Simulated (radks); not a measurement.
Spherical jellium clusters: N electrons in a uniform positive sphere of charge N and radius rs N^(1/3), rs = 5.47 bohr. Method: non-relativistic Kohn-Sham, LDA (Slater exchange, Perdew-Wang correlation), spin-polarised, spherical densities; computed with a radial shooting solver with Libxc functionals. Levels are named by radial order and angular momentum (1s, 1p, 1d, 2s, ...), and open shells are averaged over m.

N = 3, configuration 1s2 1p(up 1, down 0). This is the lowest configuration that the search found. Occupied and some empty levels:

level    occupation  eigenvalue (eV)  <r> (bohr)
1s up             1          -2.9755       5.632
1s down           1          -2.7477       5.613
1p up             1          -1.8696       7.167
1p down           0          -1.6384       7.297
1d up             0         -0.68437       9.100
2s up             0         -0.60219       10.27
1d down           0         -0.50443       9.548
2s down           0         -0.50435       10.78

Energy (eV): total -4.52512, kinetic 3.2001, external -36.372, Hartree 17.935, exchange-correlation -7.9147, background 18.626.

Electron density:

r (bohr)  n(r) (e/bohr^3)
0.926            0.002332
1.92             0.002288
2.92             0.002173
3.91             0.001945
4.90             0.001595
5.90             0.001171
6.89            0.0007565
7.89            0.0004309
8.88            0.0002217
9.87            0.0001065
10.9           0.00004872
11.9           0.00002170
12.9            9.377e-06
